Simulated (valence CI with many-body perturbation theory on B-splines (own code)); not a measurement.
**Lu LVII: key properties**

Level of theory: valence CI with perturbative core correlation (CI+MBPT): five valence electrons over a frozen Dirac-Fock core [Ne], a basis of 9 s, 9 p, 8 d, 6 f, 3 g, 1 h functions for each j, with the one-electron correlation potential Σ1 (screened to all orders), the two-electron term Σ2, the three-electron term Σ3, Breit, model QED; selected single and double excitations, second order for the rest, scaled by the run's own slope (own B-spline code, finite nucleus).

The last digits are not significant, and no measured levels were compared; by estimate large intervals hold to a few tenths of a per cent, small ones and those within an open d or f shell to about a per cent. Among the levels kept, up to 1100 cm⁻¹ of a level comes from second order outside the variational space, and about a tenth of that is noise between levels of different J, which matters for small intervals.

Levels are named by their leading jj configuration (3d3/2^4 stands for four electrons in 3d with j = 3/2), which in mixed levels can hold well under half, so a name can repeat and another be missing.

Rates and lifetimes use the calculated energies. Strong lines usually hold to 10 to 20 %, long lifetimes can be off by a factor of two.

(1) What is the ground level?

(2) Among levels below 721.25 eV, which E1 lines absorb most strongly from the ground level?

(3) Name the longest-lived excited levels whose lifetime is computed, and their main decay.

(4) Where does the other parity begin?

(5) What are the static dipole polarisabilities of the lowest levels?

Answers

(1) (3s^2 3p1/2^2 3p3/2) J=3/2, composition 48 % 3s2 3p3 2P° + 27 % 3s2 3p3 2D° + 25 % 3s2 3p3 4S°, g = 1.346.

(2) to (3s^2 3p1/2 3p3/2 3d3/2) J=3/2 at 2.283 nm, f = 0.337; to (3s^2 3p1/2 3p3/2 3d3/2) J=5/2 at 2.324 nm, f = 0.284; to (3s^2 3p1/2 3p3/2 3d3/2) J=1/2 at 2.285 nm, f = 0.120.

(3) (3s^2 3p1/2 3p3/2 3d5/2) J=9/2 at 573.24 eV lives 297 ns, mostly by M1 to (3s^2 3p1/2 3p3/2 3d3/2) J=7/2; (3s^2 3p1/2 3p3/2^2) J=5/2 at 289.55 eV lives 18.7 ns, mostly by M1 to (3s^2 3p1/2^2 3p3/2) J=3/2; (3s^2 3p1/2 3p3/2^2) J=1/2 at 304.08 eV lives 7.86 ns, mostly by M1 to (3s^2 3p1/2^2 3p3/2) J=3/2.

(4) At (3s^2 3p1/2^2 3d3/2) J=3/2, 217.69 eV.

(5) (3s^2 3p1/2^2 3p3/2) J=3/2 0.00340 (tensor 0.00026) bohr³, of which the core gives 5.39e-05.
